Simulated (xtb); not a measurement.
C6H13, doublet, from a rough starting geometry; xtb with GFN2-xTB.

Input for xtb:
```
$ xtb mol.xyz --gfn 2 --uhf 1 --opt vtight --json

# file mol.xyz
19

C      2.65098542    -0.20483983     0.72241607
C      1.49520296    -0.43953399    -0.10500022
C      0.42503744     0.48969478    -0.30331022
C     -0.95156111    -0.06743747    -0.51852610
C     -2.02121865     0.92171039    -0.85301904
C     -1.33363419    -0.84167033     0.74466491
H      2.35814850     0.24157686     1.67586816
H      3.25643790    -1.09593749     0.97812772
H      3.40082146     0.51398397     0.28862197
H      1.54213804    -1.31566503    -0.80484443
H      0.37411190     1.19157259     0.55507392
H      0.63800718     1.21675319    -1.18283697
H     -0.90367230    -0.83538430    -1.38723247
H     -2.99780550     0.44497541    -1.01566484
H     -2.10257208     1.68480425    -0.06639934
H     -1.73521259     1.41185638    -1.76441481
H     -1.53987065    -0.20968975     1.53545780
H     -2.33237707    -1.38312104     0.62409890
H     -0.56051465    -1.58936084     1.03539018
```

What the program printed (banner, timings and long lists left out):

```
   ID    Z sym.   atoms
    1    6 C      1-6
    2    1 H      7-19

           -------------------------------------------------
          |                Calculation Setup                |
           -------------------------------------------------

           -------------------------------------------------
          |                 G F N 2 - x T B                 |
           -------------------------------------------------

          ...................................................
          :                      SETUP                      :
          :.................................................:
          :  # basis functions                  37          :
          :  # atomic orbitals                  37          :
          :  # shells                           25          :
          :  # electrons                        37          :
          :  max. iterations                   250          :
          :  Hamiltonian                  GFN2-xTB          :
          :  restarted?                      false          :
          :  GBSA solvation                  false          :
          :  PC potential                    false          :
          :  electronic temp.          300.0000000     K    :
          :  accuracy                    1.0000000          :
          :  -> integral cutoff          0.2500000E+02      :
          :  -> integral neglect         0.1000000E-07      :
          :  -> SCF convergence          0.1000000E-05 Eh   :
          :  -> wf. convergence          0.1000000E-03 e    :
          :  Broyden damping             0.4000000          :
          :  net charge                          0          :
          :  unpaired electrons                  1          :
          ...................................................

 iter      E             dE          RMSdq      gap      omega  full diag
   1    -19.6242204 -0.196242E+02  0.253E+00    8.92       0.0  T
   2    -19.6762366 -0.520161E-01  0.133E+00    9.11       1.0  T
   3    -19.6769527 -0.716080E-03  0.702E-01    9.17       1.0  T
   4    -19.6770717 -0.119016E-03  0.139E-01    9.10       1.0  T
   5    -19.6771721 -0.100445E-03  0.570E-02    9.12       1.0  T
   6    -19.6771727 -0.518539E-06  0.630E-03    9.12       3.6  T
   7    -19.6771728 -0.190660E-06  0.229E-03    9.12      10.0  T
   8    -19.6771729 -0.875887E-08  0.374E-04    9.12      61.3  T
   9    -19.6771729 -0.231093E-09  0.158E-04    9.12     145.4  T

   *** convergence criteria satisfied after 9 iterations ***

         :::::::::::::::::::::::::::::::::::::::::::::::::::::
         ::                     SUMMARY                     ::
         :::::::::::::::::::::::::::::::::::::::::::::::::::::
         :: total energy             -19.386895971526 Eh    ::
         :: gradient norm              0.140500376203 Eh/a0 ::
         :: HOMO-LUMO gap              9.117899229783 eV    ::
         ::.................................................::
         :: SCC energy               -19.677144956050 Eh    ::
         :: -> isotropic ES            0.003892024891 Eh    ::
         :: -> anisotropic ES          0.006904629377 Eh    ::
         :: -> anisotropic XC          0.012778487703 Eh    ::
         :: -> dispersion             -0.010826692124 Eh    ::
         :: repulsion energy           0.290248984524 Eh    ::
         :: add. restraining           0.000000000000 Eh    ::
         :: total charge               0.000000000000 e     ::
         :::::::::::::::::::::::::::::::::::::::::::::::::::::

      -----------------------------------------------------------
     |                   =====================                   |
     |                        A N C O P T                        |
     |                   =====================                   |
     |               Approximate Normal Coordinate               |
     |                Rational Function Optimizer                |
[...]
 * total energy  :   -19.4040590 Eh     change       -0.5989030E-06 Eh
 * total energy  :   -19.4040595 Eh     change       -0.4742979E-06 Eh
 * total energy  :   -19.4040599 Eh     change       -0.4615084E-06 Eh
 * total energy  :   -19.4040603 Eh     change       -0.4041094E-06 Eh
 * total energy  :   -19.4040607 Eh     change       -0.3406426E-06 Eh
 * total energy  :   -19.4040610 Eh     change       -0.3156732E-06 Eh
 * total energy  :   -19.4040614 Eh     change       -0.3933963E-06 Eh
 * total energy  :   -19.4040618 Eh     change       -0.3855450E-06 Eh
 * total energy  :   -19.4040621 Eh     change       -0.3058801E-06 Eh
 * total energy  :   -19.4040623 Eh     change       -0.2491486E-06 Eh
 * total energy  :   -19.4040625 Eh     change       -0.2308961E-06 Eh
 * total energy  :   -19.4040626 Eh     change       -0.6083375E-07 Eh
   *** GEOMETRY OPTIMIZATION CONVERGED AFTER 44 ITERATIONS ***
         :: total energy             -19.404062608985 Eh    ::
[...]
                  HL-Gap            0.3638471 Eh            9.9008 eV
             Fermi-level           -0.2265359 Eh           -6.1644 eV

     #   Z          covCN         q      C6AA      α(0)
     1   6 C        3.751    -0.094    22.356     6.743
     2   6 C        2.885    -0.073    29.822     8.953
     3   6 C        3.805    -0.057    21.597     6.616
     4   6 C        3.849    -0.008    20.678     6.468
     5   6 C        3.756    -0.106    22.573     6.774
     6   6 C        3.756    -0.105    22.554     6.771
     7   1 H        0.925     0.039     2.466     2.456
     8   1 H        0.924     0.040     2.455     2.450
     9   1 H        0.924     0.042     2.419     2.432
    10   1 H        0.926     0.016     2.792     2.613
    11   1 H        0.924     0.035     2.510     2.478
    12   1 H        0.924     0.037     2.484     2.465
    13   1 H        0.924     0.028     2.620     2.531
    14   1 H        0.925     0.035     2.521     2.483
    15   1 H        0.925     0.035     2.518     2.481
    16   1 H        0.925     0.032     2.563     2.503
    17   1 H        0.925     0.034     2.524     2.484
    18   1 H        0.925     0.031     2.565     2.505
    19   1 H        0.925     0.038     2.481     2.463

 Mol. C6AA /au·bohr⁶  :       2449.148431
 Mol. C8AA /au·bohr⁸  :      51482.199971
 Mol. α(0) /au        :         74.670705

Wiberg/Mayer (AO) data.
largest (>0.10) Wiberg bond orders for each atom

 ---------------------------------------------------------------------------
     #   Z sym  total        # sym  WBO       # sym  WBO       # sym  WBO
 ---------------------------------------------------------------------------
     1   6 C    3.997 --     2 C    1.086     7 H    0.984     8 H    0.958
                             9 H    0.950
     2   6 C    3.301 --     1 C    1.086     3 C    1.081    10 H    0.976
     3   6 C    3.997 --     2 C    1.081    11 H    0.973     4 C    0.949
                            12 H    0.949
     4   6 C    3.993 --     6 C    1.011     5 C    1.009    13 H    0.970
                             3 C    0.949
     5   6 C    3.996 --     4 C    1.009    15 H    0.987    16 H    0.987
                            14 H    0.985
     6   6 C    3.997 --     4 C    1.011    17 H    0.986    18 H    0.986
                            19 H    0.985
     7   1 H    0.998 --     1 C    0.984
     8   1 H    0.997 --     1 C    0.958
     9   1 H    0.996 --     1 C    0.950
    10   1 H    1.000 --     2 C    0.976
    11   1 H    0.999 --     3 C    0.973
    12   1 H    0.998 --     3 C    0.949
    13   1 H    0.999 --     4 C    0.970
    14   1 H    0.998 --     5 C    0.985
    15   1 H    0.999 --     5 C    0.987
    16   1 H    0.999 --     5 C    0.987
    17   1 H    0.999 --     6 C    0.986
    18   1 H    0.999 --     6 C    0.986
    19   1 H    0.999 --     6 C    0.985
 ---------------------------------------------------------------------------

Topologies differ in total number of bonds
Writing topology from bond orders to xtbtopo.mol

molecular dipole:
                 x           y           z       tot (Debye)
 q only:       -0.040       0.054       0.100
   full:       -0.038       0.043       0.107       0.309
molecular quadrupole (traceless):
                xx          xy          yy          xz          yz          zz
 q only:        0.275      -0.110      -0.218       0.879      -0.269      -0.057
  q+dip:       -0.206      -0.450      -0.155       0.932       0.705       0.361
   full:        0.080      -0.273      -0.194       0.943       0.193       0.114

optimized geometry written to: xtbopt.xyz

           -------------------------------------------------
          | TOTAL ENERGY              -19.404062608985 Eh   |
          | GRADIENT NORM               0.000039535715 Eh/α |
          | HOMO-LUMO GAP               9.900782407429 eV   |
           -------------------------------------------------

normal termination of xtb
```
